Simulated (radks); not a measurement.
All-electron atom: Sr+ in [Ar] 3d10 4s2 4p5 5s2 (not the ground configuration). Calculated with a radial shooting solver on a logarithmic mesh with Libxc functionals: scalar-relativistic Kohn-Sham, PBE, spin-unpolarised, spherical densities, point nucleus. Some entries of the table are withheld. Estimate them.

orbital  occ.  eigenvalue (eV)  <r^2> (bohr^2)  <1/r> (bohr^-1)
1s          2        -15951.37        0.002067            39.00
2s          2        -2171.745         0.03507            8.703
2p          6        -1931.241             (1)            8.497
3s          2              (2)          0.2778            2.918
3p          6        -269.6369          0.2898            2.763
3d         10        -141.4825          0.3018            2.509
4s          2         -52.7427           2.014            1.008
4p          5              (3)           2.630              (4)
5s          2         -10.0024           14.56           0.3561

Answer. 
(1) 2p <r^2> (bohr^2): 0.02765
(2) 3s eigenvalue (eV): -347.2675
(3) 4p eigenvalue (eV): -34.0834
(4) 4p <1/r> (bohr^-1): 0.8765
